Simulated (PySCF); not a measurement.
A structure optimised at PBE-D3(BJ)/def2-SVP, used in a PySCF frequency run:

```xyz
8

Si     0.6049    -0.5762     0.0000
Cl     1.5108     0.2130     1.7018
Cl     1.5108     0.2130    -1.7018
Ge    -1.6916     0.0694     0.0000
H      0.8544    -2.0549     0.0000
H     -2.3997    -0.4789    -1.2651
H     -2.3997    -0.4789     1.2651
H     -1.7609     1.6159     0.0000
```
Charge 0, spin multiplicity 1.

### Question
Write its SMILES, formula and point group.

### Answer
Cl[SiH](Cl)[GeH3], Cl2GeH4Si, Cs

### Question
What are its rotational constants (standard atomic weights)?

### Answer
2.2093, 1.2163, 0.83689 GHz
